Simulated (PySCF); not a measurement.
Geometries of 5 isomers of C3H8O2Si, from PBE0-D3(BJ)/def2-SVP geometry optimisation, gas phase in PySCF. One conformer each, no zero-point energy, no frequencies.

Task: Which isomer lies lowest at this level?
A.
```xyz
14
angstrom
O      3.182   -0.380   -0.668
Si     1.906    0.206    0.201
O      0.500   -0.248   -0.573
C     -0.725    0.340   -0.287
C     -1.945   -0.484   -0.501
C     -1.509   -0.137    0.899
H      3.207   -0.154   -1.603
H      2.026   -0.405    1.550
H      1.905    1.700    0.291
H     -0.781    1.409   -0.533
H     -1.774   -1.510   -0.836
H     -2.838   -0.006   -0.914
H     -1.062   -0.938    1.494
H     -2.092    0.590    1.472
```
B.
```xyz
14
angstrom
Si     2.304    0.075    0.412
O      0.805    0.166   -0.319
C     -0.389    0.340    0.374
C     -1.154   -0.915    0.823
O     -2.326   -0.486    0.139
C     -1.620    0.573   -0.502
H      3.306    0.034   -0.685
H      2.522    1.273    1.283
H      2.420   -1.153    1.258
H     -0.283    1.091    1.180
H     -1.320   -1.056    1.904
H     -0.721   -1.840    0.397
H     -1.404    0.365   -1.566
H     -2.137    1.543   -0.414
```
C.
```xyz
14
angstrom
C     -1.999    0.894    0.722
Si    -1.309   -0.783    0.299
O      0.416   -0.772    0.291
C      1.039   -0.025   -0.626
C      2.531   -0.123   -0.538
O      0.432    0.646   -1.426
H     -1.740    1.616   -0.065
H     -1.596    1.252    1.682
H     -3.096    0.841    0.809
H     -1.793   -1.299   -1.011
H     -1.603   -1.778    1.367
H      2.840   -1.171   -0.667
H      2.863    0.189    0.463
H      2.995    0.507   -1.306
```
D.
```xyz
14
angstrom
C     -2.314   -0.470   -0.230
C     -1.437    0.436   -0.681
C     -0.198    0.870    0.027
Si     1.237   -0.179   -0.589
O      0.800   -1.778   -0.521
O      1.525    0.347   -2.142
H     -2.217   -0.921    0.764
H     -3.177   -0.770   -0.830
H     -1.587    0.855   -1.684
H     -0.279    0.712    1.115
H      0.024    1.934   -0.152
H      2.463   -0.070    0.247
H     -0.130   -1.921   -0.744
H      2.191   -0.137   -2.639
```
E.
```xyz
14
angstrom
C     -2.341   -0.210   -0.364
C     -1.499    0.695    0.470
C     -0.166    0.767    0.418
O      0.579    0.013   -0.431
Si     2.243   -0.138   -0.406
O      2.774   -1.115    0.819
H     -2.940   -0.892    0.262
H     -3.057    0.363   -0.978
H     -1.720   -0.815   -1.038
H     -1.993    1.362    1.182
H      0.392    1.461    1.061
H      2.568   -0.692   -1.745
H      2.859    1.187   -0.138
H      2.520   -2.043    0.788
```

Result: D. That is `C=CC[SiH](O)O`, 3.0 kcal/mol below the next.

```
        SMILES                     atoms numbered as above      E (Eh)  relative (kcal/mol)  relative (kJ/mol)  dipole (D)
 C=CC[SiH](O)O  [CH2:1]=[CH:2][CH2:3][SiH:4]([OH:5])[OH:6]  -558.43687                  0.0                0.0        0.57
C[SiH2]OC(C)=O    [CH3:1][SiH2:2][O:3][C:4]([CH3:5])=[O:6]  -558.43205                  3.0               12.6        1.40
C/C=C\O[SiH2]O   [CH3:1]/[CH:2]=[CH:3]\[O:4][SiH2:5][OH:6]  -558.41526                 13.6               56.7        0.88
 O[SiH2]OC1CC1   [OH:1][SiH2:2][O:3][CH:4]1[CH2:5][CH2:6]1  -558.40146                 22.2               93.0        1.61
 [SiH3]OC1COC1    [SiH3:1][O:2][CH:3]1[CH2:4][O:5][CH2:6]1  -558.33707                 62.6              262.0        1.89
```

As drawn, the lowest has an O–H bond, an Si–C bond and a C=C bond outside aromatic rings, which the highest lacks; the highest has a four-membered ring, which the lowest lacks.
